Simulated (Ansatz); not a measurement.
Start from `C=C1[SiH2]C1Cl` and change one atom or group to get `C=C1C[SiH2]1`.

Ansatz, PBE0-D4/def2-TZVP geometries, multiplicity 1. 

```
                                      property  `C=C1[SiH2]C1Cl`
             LUMO energy (PBE/def2-TZVPP) / eV             -2.26
           HOMO energy (B3LYP/def2-TZVPP) / eV             -6.97
            HOMO energy (PBE0/def2-TZVPP) / eV             -7.19
size of the dipole moment (PBE/def2-TZVPP) / D              1.75
           HOMO–LUMO gap (PBE/def2-TZVPP) / eV              3.77
          HOMO–LUMO gap (PBE0/def2-TZVPP) / eV              5.89
```

(1) Give the same properties after the change, and the shifts. (An estimate is asked.)

Results:

(1) The calculation gave: 
```csv
property,`C=C1C[SiH2]1`,shift
LUMO energy (PBE/def2-TZVPP) / eV,-1.56,0.70
HOMO energy (B3LYP/def2-TZVPP) / eV,-7.08,-0.11
HOMO energy (PBE0/def2-TZVPP) / eV,-7.29,-0.10
size of the dipole moment (PBE/def2-TZVPP) / D,0.24,-1.51
HOMO–LUMO gap (PBE/def2-TZVPP) / eV,4.57,0.80
HOMO–LUMO gap (PBE0/def2-TZVPP) / eV,6.71,0.82
```

With PBE0 the HOMO falls by 0.10 eV and the LUMO rises by 0.73 eV, so the gap widens by about 0.83 eV. PBE moves the HOMO by -0.10 eV and ωB97M-V by -0.13 eV. Dipoles are sizes alone; their direction can turn.

B3LYP here is the variant with VWN-RPA as its local correlation; programs differ in this.
